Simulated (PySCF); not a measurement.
Br, SMILES `[Br]` (charge 0, multiplicity 2)

Method: TPSSh-D3(BJ)/def2-TZVP in PySCF.

```yaml
highest_occupied_spin_orbital: -8.08 eV
dipole_moment: 0.00 D
total_energy: -2574.0232 Ha
cost: very roughly 4 core-seconds
```

```xyz
1

Br     0.0000     0.0000     0.0000
```
Charge 0, spin multiplicity 2.
